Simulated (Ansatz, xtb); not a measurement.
C5H5FS2: which of two isomers lies lower

Structure I: `CSc1sccc1F`, a singlet. Structure II: `Cc1sc(F)cc1S`, a singlet. Both are isolated molecules in the gas phase, relaxed with B3LYP/def2-SVP; the shapes shown needn't be the lowest conformers.

I (Å):

```xyz
13

C    -0.8207    0.7482   -1.3936
C    -0.3975   -0.5381    1.0370
C     0.6046   -2.6341    1.9762
C     1.4308   -1.5503    2.1409
C     0.8480   -0.3686    1.6050
F     1.4738    0.8063    1.6452
S    -1.4355    0.6913    0.3334
S    -0.8674   -2.2203    1.1744
H     0.2318    1.0628   -1.4223
H    -1.4380    1.4969   -1.9119
H    -0.9414   -0.2266   -1.8868
H     0.7862   -3.6602    2.2944
H     2.4089   -1.5739    2.6221
```

II (Å):

```json
{"atom": "C", "x (Å)": "0.9246", "y (Å)": "0.9494", "z (Å)": "-0.2574"}
{"atom": "C", "x (Å)": "0.3229", "y (Å)": "-0.3615", "z (Å)": "0.1523"}
{"atom": "C", "x (Å)": "-0.6144", "y (Å)": "-2.6671", "z (Å)": "0.1749"}
{"atom": "C", "x (Å)": "-0.6089", "y (Å)": "-2.1206", "z (Å)": "1.4220"}
{"atom": "C", "x (Å)": "-0.0663", "y (Å)": "-0.7883", "z (Å)": "1.4020"}
{"atom": "F", "x (Å)": "-1.0452", "y (Å)": "-3.8761", "z (Å)": "-0.1639"}
{"atom": "S", "x (Å)": "0.0256", "y (Å)": "-1.6099", "z (Å)": "-1.0472"}
{"atom": "S", "x (Å)": "0.0432", "y (Å)": "0.1290", "z (Å)": "2.9208"}
{"atom": "H", "x (Å)": "1.8813", "y (Å)": "1.1360", "z (Å)": "0.2615"}
{"atom": "H", "x (Å)": "1.1300", "y (Å)": "0.9780", "z (Å)": "-1.3373"}
{"atom": "H", "x (Å)": "0.2501", "y (Å)": "1.7940", "z (Å)": "-0.0314"}
{"atom": "H", "x (Å)": "-0.9724", "y (Å)": "-2.6388", "z (Å)": "2.3092"}
{"atom": "H", "x (Å)": "0.5758", "y (Å)": "1.2540", "z (Å)": "2.3976"}
```

Task: Estimate which is lower in electronic energy at CCSD(T)/def2-SVP + ΔMP2/def2-TZVPP, and by roughly how much.

Result: Too close to call at this level: CCSD(T)/def2-SVP + ΔMP2/def2-TZVPP gives E(II) − E(I) = +0.68 kcal/mol.

Level by level:

| level | geometry | E(II) − E(I) (kcal/mol) | departure from the last row (kcal/mol) | job, with rough time for the two |
| --- | --- | --- | --- | --- |
| B3LYP/def2-SVP | B3LYP/def2-SVP | +0.17 | −0.52 | optimisation, 59 s |
| HF/def2-SVP | B3LYP/def2-SVP | +0.22 | −0.47 | part of the CCSD(T) run |
| MP2/def2-SVP | B3LYP/def2-SVP | −1.37 | −2.05 | part of the CCSD(T) run |
| CCSD(T)/def2-SVP | B3LYP/def2-SVP | −1.72 | −2.40 | single point |
| CCSD(T)/def2-SVP + ΔMP2/def2-TZVPP | B3LYP/def2-SVP | +0.68 |  | single point, 92 s |

As drawn, II has 1 C–C, 1 S–H in place of 1 C–S, 1 C–H.

The largest departure from CCSD(T)/def2-SVP + ΔMP2/def2-TZVPP is that of CCSD(T)/def2-SVP, 2.40 kcal/mol. Levels run at GFN2-xTB geometries aren't shown. The last row adds to CCSD(T) the change of the MP2 difference between the two basis sets, here +2.40 kcal/mol.

With thermal terms from frequencies at re-optimised GFN2-xTB minima (ideal gas, soft modes damped towards free rotors, one conformer each, 298.15 K, 1 atm): on the last row, ΔE + ΔZPE = −0.63, ΔH = −0.43, ΔG = −0.83 kcal/mol.

The correlated steps freeze 16 core orbitals. Run with Ansatz 0.2.0, xtb 6.7.1; the last row on 4 threads of Arm Neoverse V1 on a shared host.
